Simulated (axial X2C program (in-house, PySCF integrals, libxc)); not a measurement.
**Worked dissociation energy of GeSe⁻: PW91, without spin–orbit coupling**

Computed with an axial X2C code built on PySCF integrals. Spin-free means the one-electron spin-free X2C Hamiltonian. Basis: Se dyall-acv3z [9s10p7d5f1g], Ge dyall-acv3z [10s10p8d5f1g] (cores contracted in-house); Gaussian nuclei, density fitting, unrestricted open shells. Masses: Se 79.917 u, Ge 73.921 u.

Molecular state: M_S = 1/2, Λ = 1 (beyond evenly filled blocks: π+α).

* E(Se-) (2M_S = 1, M_L = 0): -2430.165581 hartree
* E(Ge) (2M_S = 2, M_L = 0): -2098.981732 hartree
* E(GeSe⁻) at Re: -4529.295255 hartree
* ωe: 311.9 cm⁻¹
* ωexe: 0.765 cm⁻¹

Task: Work out De and D0.

Result: De = -2430.165581 + (-2098.981732) − (-4529.295255) = 0.14794 hartree = 4.026 eV. The zero-point energy is ωe/2 − ωexe/4 = 156 cm⁻¹ = 0.019 eV, so D0 = 4.006 eV.

The state is a single determinant with fixed occupations, the lowest that a limited PBE0 search found. Dissociation energies refer to the lowest single-determinant-based atoms at the same level and basis. Without a current term, density functionals place determinants with orbital angular momentum somewhat too high. The highest occupied level of some functionals is positive through self-interaction error; at Hartree–Fock it is bound. Spin-free De lacks the spin–orbit lowering of the heavy p-block atom, a tenth of an eV or more for 4p and 5p, up to an eV for 6p and one to two eV for 7p atoms, less what an open-shell molecule gains itself.

Each atomic determinant is the lowest at this level and need not be a pure term. Totals compare only within one Hamiltonian and basis.
